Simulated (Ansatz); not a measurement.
Steps of a relaxation of CH5AlO3 with RKS PBE-D4/def2-SVP.

```sh
$ ansatz run in.yaml --threads 4 --pin off --events-out ev --progress --plain --max-ram 10444MiB
```

```yaml
crystal:
  periodic: [false, false, false]
  atoms:
    - {symbol: O, position_ang: [-0.980800, -0.138100, -1.171000]}
    - {symbol: C, position_ang: [-0.084600, -0.391800, -0.191500]}
    - {symbol: O, position_ang: [0.912600, -1.157000, -0.775200]}
    - {symbol: O, position_ang: [-0.611800, -1.081200, 0.863000]}
    - {symbol: Al, position_ang: [0.695100, 1.321200, 0.504200]}
    - {symbol: H, position_ang: [-1.801100, 0.354800, -0.732500]}
    - {symbol: H, position_ang: [1.559500, -1.457900, -0.015600]}
    - {symbol: H, position_ang: [-1.015700, -1.911000, 0.471600]}
    - {symbol: H, position_ang: [-0.250900, 2.254400, 1.471900]}
    - {symbol: H, position_ang: [1.660700, 2.155300, -0.421900]}
basis:
  gaussian: {orbitals: def2-SVP}
hamiltonian: {xc: pbe, dispersion: d4}
relax: {f_tol: 0.03, max_steps: 200}
```

Positions (Å) and forces (eV/Å) along the path, 14 of 44 steps:

```xyz
10
step=1 energy=-13835.9150 eV
O    -0.981   -0.138   -1.171   -3.441    1.645   -0.687
C    -0.085   -0.392   -0.192    1.989    0.663    1.980
O     0.913   -1.157   -0.775    2.457   -1.597    0.306
O    -0.612   -1.081    0.863   -1.419   -1.248    1.164
Al    0.695    1.321    0.504   -1.114    1.081   -0.072
H    -1.801    0.355   -0.733    2.258   -1.412   -1.076
H     1.560   -1.458   -0.016   -1.828    0.816   -1.871
H    -1.016   -1.911    0.472    0.217    0.358    0.271
H    -0.251    2.254    1.472    0.303   -0.298    0.055
H     1.661    2.155   -0.422    0.579   -0.009   -0.071
10
step=7 energy=-13836.7592 eV
O    -0.861    0.236   -0.966   -0.069    0.195    0.119
C     0.027   -0.459    0.012    0.227   -0.398    0.462
O     0.819   -1.270   -0.806   -0.014   -0.033    0.085
O    -0.737   -1.201    0.916    0.091    0.254   -0.289
Al    0.526    1.436    0.346   -0.220   -0.040   -0.124
H    -1.723    0.283   -0.495    0.088    0.057   -0.138
H     1.663   -1.398   -0.330   -0.109    0.034   -0.064
H    -0.997   -2.030    0.449    0.056    0.020   -0.037
H    -0.544    2.348    1.116    0.064   -0.042    0.027
H     1.911    2.005   -0.238   -0.113   -0.047   -0.040
10
step=9 energy=-13836.8996 eV
O    -0.716    0.384   -0.923   -0.800    0.077   -0.234
C     0.084   -0.521    0.131    0.535   -0.105    0.275
O     0.826   -1.349   -0.692    0.111   -0.194    0.193
O    -0.831   -1.213    0.873   -0.135   -0.028   -0.129
Al    0.403    1.446    0.253    0.248    0.212    0.478
H    -1.642    0.373   -0.578    0.212   -0.004   -0.225
H     1.723   -1.403   -0.301   -0.198    0.112   -0.171
H    -1.012   -2.053    0.384    0.045    0.073    0.037
H    -0.491    2.292    1.314    0.128   -0.129   -0.255
H     1.739    1.992   -0.458   -0.149   -0.015    0.031
10
step=12 energy=-13837.0754 eV
O    -0.700    0.519   -1.000   -0.693    0.301   -0.228
C     0.141   -0.622    0.272    0.104   -0.135    0.511
O     0.811   -1.517   -0.483    2.403    0.862    0.336
O    -0.900   -1.208    0.888    0.158    0.005   -0.279
Al    0.367    1.403    0.264   -0.289    0.018   -0.068
H    -1.666    0.438   -0.804    0.507    0.070   -0.068
H     1.796   -1.180   -0.486   -2.289   -0.790   -0.338
H    -1.029   -2.078    0.439   -0.088   -0.056    0.117
H    -0.407    2.237    1.420    0.142   -0.149   -0.157
H     1.670    1.957   -0.505    0.045   -0.126    0.174
10
step=23 energy=-13837.8936 eV
O    -1.019    1.305   -1.433   -0.421    0.191    0.064
C     0.045   -0.895    0.457    0.485   -0.085   -0.165
O     1.168   -1.395    0.011   -0.460    0.045    0.196
O    -0.769   -1.752    1.002   -0.047   -0.213    0.031
Al    0.000    1.169   -0.021   -0.108    0.047   -0.005
H    -1.909    1.705   -1.359    0.419   -0.169   -0.049
H     1.622   -0.532   -0.359    0.058    0.129   -0.024
H    -0.397   -2.675    0.971    0.012    0.196   -0.021
H    -0.233    2.107    1.267    0.018   -0.051   -0.023
H     1.574    0.911   -0.533    0.044   -0.089   -0.004
10
step=26 energy=-13837.9168 eV
O    -1.066    1.358   -1.454   -0.041    0.002    0.028
C     0.038   -0.931    0.438   -0.018    0.005   -0.009
O     1.195   -1.376    0.081   -0.006   -0.006    0.022
O    -0.765   -1.802    0.991    0.012    0.009   -0.010
Al   -0.055    1.120   -0.059    0.006   -0.015    0.009
H    -1.881    1.881   -1.391    0.027   -0.002   -0.024
H     1.612   -0.458   -0.316    0.004    0.034   -0.022
H    -0.321   -2.687    1.032    0.003   -0.012    0.000
H    -0.211    2.024    1.260    0.008    0.004   -0.006
H     1.538    0.819   -0.580    0.004   -0.019    0.012
10
step=27 energy=-13837.9171 eV
O    -1.086    1.331   -1.439    0.268   -0.196    0.004
C     0.036   -0.930    0.436    0.033   -0.020    0.015
O     1.196   -1.372    0.083    0.006   -0.013    0.001
O    -0.767   -1.804    0.985   -0.023   -0.008    0.007
Al   -0.057    1.115   -0.054   -0.033    0.018   -0.022
H    -1.865    1.895   -1.399   -0.273    0.212   -0.006
H     1.611   -0.448   -0.314    0.000    0.029   -0.011
H    -0.323   -2.688    1.028    0.007    0.000   -0.006
H    -0.202    2.030    1.257    0.009    0.009    0.006
H     1.539    0.819   -0.579    0.006   -0.029    0.012
10
step=31 energy=-13837.8676 eV rejected
O    -1.190    1.295   -1.340   -1.244    1.838   -0.229
C     0.026   -0.972    0.417    0.089   -0.063   -0.053
O     1.187   -1.380    0.062   -0.049   -0.133    0.089
O    -0.786   -1.857    0.943   -0.056   -0.003    0.030
Al   -0.097    1.063   -0.012    0.038    0.067    0.071
H    -1.747    2.147   -1.422    1.233   -1.835    0.197
H     1.583   -0.368   -0.326   -0.003    0.145   -0.088
H    -0.337   -2.739    0.969    0.022   -0.001   -0.006
H    -0.087    2.007    1.287   -0.024    0.007   -0.025
H     1.531    0.753   -0.576   -0.007   -0.022    0.015
10
step=38 energy=-13838.2251 eV
O    -1.153    1.337   -1.147    0.135   -0.329    0.244
C     0.014   -1.138    0.382    0.488   -0.012   -0.537
O     0.998   -1.671   -0.149   -0.405    0.191    0.348
O    -0.947   -1.873    0.967   -0.189   -0.034    0.104
Al   -0.233    0.867    0.241   -0.183   -0.182   -0.564
H    -1.557    2.198   -1.312   -0.006    0.174    0.017
H     1.738    0.178   -0.545   -0.045    0.682   -0.140
H    -0.692   -2.818    0.840    0.059   -0.136    0.036
H     0.185    1.879    1.351    0.088    0.330    0.400
H     1.730    0.990   -0.627    0.058   -0.684    0.092
10
step=39 energy=-13838.1753 eV rejected
O    -1.227    1.307   -1.082   -0.084    0.347   -0.264
C    -0.046   -1.157    0.222   -0.576    0.420    1.020
O     0.989   -1.691   -0.124    0.929   -0.461   -0.518
O    -1.013   -1.877    0.857    0.073    0.112    0.013
Al   -0.213    0.858    0.222   -0.243   -0.223    0.107
H    -1.447    2.226   -1.303   -0.064    0.005   -0.015
H     1.726    0.215   -0.633    0.013   -0.164    0.030
H    -0.618   -2.773    1.001   -0.139   -0.045   -0.183
H     0.168    1.845    1.437    0.043   -0.141   -0.154
H     1.765    0.995   -0.594    0.048    0.150   -0.036
10
step=40 energy=-13838.2617 eV
O    -1.208    1.340   -1.116   -0.076    0.370   -0.055
C    -0.015   -1.155    0.328    0.287    0.058   -0.067
O     1.000   -1.692   -0.117   -0.107    0.060    0.049
O    -0.982   -1.887    0.923   -0.184    0.272    0.067
Al   -0.239    0.854    0.223   -0.183   -0.140   -0.156
H    -1.492    2.258   -1.301    0.136   -0.375    0.105
H     1.750    0.211   -0.601   -0.029   -0.065   -0.002
H    -0.671   -2.817    0.900    0.074   -0.329   -0.029
H     0.182    1.841    1.390    0.052    0.097    0.101
H     1.758    0.995   -0.627    0.029    0.053   -0.013
10
step=41 energy=-13838.2625 eV
O    -1.207    1.339   -1.114   -0.076    0.350   -0.060
C    -0.015   -1.153    0.328    0.265    0.015   -0.062
O     1.000   -1.690   -0.119   -0.081    0.035    0.042
O    -0.982   -1.883    0.922   -0.172    0.231    0.067
Al   -0.238    0.849    0.224   -0.179   -0.045   -0.139
H    -1.489    2.256   -1.296    0.126   -0.352    0.097
H     1.747    0.212   -0.603   -0.022   -0.062   -0.005
H    -0.672   -2.814    0.897    0.062   -0.314   -0.024
H     0.181    1.836    1.392    0.050    0.092    0.094
H     1.757    0.996   -0.629    0.028    0.050   -0.012
10
step=43 energy=-13838.2684 eV
O    -1.215    1.338   -1.107   -0.014    0.108   -0.032
C     0.008   -1.155    0.333    0.069    0.058   -0.032
O     1.023   -1.700   -0.096   -0.036    0.003    0.030
O    -0.986   -1.872    0.908   -0.051    0.082    0.028
Al   -0.243    0.848    0.226   -0.073   -0.023   -0.046
H    -1.489    2.254   -1.284    0.038   -0.113    0.043
H     1.749    0.210   -0.611   -0.008   -0.011   -0.001
H    -0.698   -2.814    0.883    0.029   -0.147   -0.013
H     0.177    1.845    1.395    0.026    0.034    0.033
H     1.758    0.995   -0.644    0.020    0.008   -0.010
10
step=44 energy=-13838.2697 eV
O    -1.209    1.343   -1.112   -0.011    0.017   -0.008
C     0.009   -1.156    0.338    0.020    0.016    0.015
O     1.030   -1.699   -0.078   -0.019    0.000    0.002
O    -0.990   -1.874    0.905   -0.013   -0.017   -0.006
Al   -0.251    0.846    0.229   -0.008    0.004   -0.025
H    -1.494    2.256   -1.273    0.014   -0.023    0.016
H     1.752    0.211   -0.619   -0.001    0.015    0.005
H    -0.705   -2.821    0.876    0.010    0.002   -0.002
H     0.176    1.848    1.396    0.006    0.002    0.006
H     1.766    0.996   -0.659    0.001   -0.017   -0.003
```

Run time 41 s (4 threads of an Arm Neoverse V2 on a shared host); peak host memory 0.14 GiB.
